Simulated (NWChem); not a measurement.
**Correlation energy of CF (+1)**

```
C
F 1 1.1535
```
Charge +1, spin multiplicity 1.

The numbers come from NWChem runs, not from measurements. Structure: optimised with PBE0/def2-SVP, a minimum by its harmonic frequencies.

Basis set: 6-31G*. Each correlation energy counts from its own Hartree-Fock reference.

The correlated methods keep 2 core orbitals frozen. The Pople sets run with spherical d functions. The structure started from a generated list of species. No row is a measurement; the coupled-cluster row has its own basis-set and correlation limits.

Question: For the correlation energy, CCSD(T) gives -279.4 mHa and CR-CCSD[T] gives -279.9 mHa. What do MP2, CCSDT, CCSD+T(CCSD) give?

Answer: MP2: -256.1 mHa; CCSDT: -280.1 mHa; CCSD+T(CCSD): -281.8 mHa.
